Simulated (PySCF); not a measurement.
**Spinor energies of Er⁵⁵⁺ (erbium, charge +55)**

Start: [Ne] 3s2 3p1; 3p3/2 filled at m_j = +3/2. Calculated with PySCF 2.14 in an even-tempered Gaussian basis (18 s from 16 bohr⁻², ratio 2.4; 14 p from 21 bohr⁻², ratio 2.4; 4 d from 68 bohr⁻², ratio 2.6; 4 f from 100 bohr⁻², ratio 2.6): generalised Hartree-Fock with the X2C-1e Hamiltonian and a Gaussian nucleus; one run each with spin-orbit coupling (SO) screened by Boettger's factors, then bare. This is a chosen level, not necessarily the ground level.

```json
{"spinor shell": "1s1/2", "electrons": "2", "ε, screened SO (eV)": "-62035.3", "ε, bare SO (eV)": "-62034.8", "weight of nominal j (bare SO)": "1.000", "rms radius, bare SO (bohr)": "0.0231"}
{"spinor shell": "2s1/2", "electrons": "2", "ε, screened SO (eV)": "-13864.6", "ε, bare SO (eV)": "-13864.5", "weight of nominal j (bare SO)": "1.000", "rms radius, bare SO (bohr)": "0.0919"}
{"spinor shell": "2p1/2", "electrons": "2", "ε, screened SO (eV)": "-13422.0", "ε, bare SO (eV)": "-13445.5", "weight of nominal j (bare SO)": "1.000", "rms radius, bare SO (bohr)": "0.0782"}
{"spinor shell": "3s1/2", "electrons": "2", "ε, screened SO (eV)": "-5593.0", "ε, bare SO (eV)": "-5593.0", "weight of nominal j (bare SO)": "1.000", "rms radius, bare SO (bohr)": "0.220"}
{"spinor shell": "3p3/2", "electrons": "1", "ε, screened SO (eV)": "-5212.9", "ε, bare SO (eV)": "-5210.8", "weight of nominal j (bare SO)": "1.000", "rms radius, bare SO (bohr)": "0.218"}
```

(1) Where does 2p3/2 lie, and what is the 2p spin-orbit splitting (bare SO)?

| quantity | screened SO | bare SO |
| --- | --- | --- |
| E (hartree) | -9798.60870 | -9799.10122 |
| M_J | 3/2 | 3/2 |
| ⟨J²⟩ | 3.750 | 3.750 |
| ⟨L²⟩ | 2.021 | 2.023 |
| ⟨S²⟩ | 0.771 | 0.773 |

Each row is a mean over spinors that exchange with the open shell spreads, by up to 25.801 eV (3s1/2).

Breit and QED terms are absent; they matter most for the inner s and p1/2 levels.

Densities and radii are taken from the X2C orbitals without a picture-change correction, which distorts them close to the nucleus.

Answers

(1) At -12468.9 eV, 976.65 eV above 2p1/2.
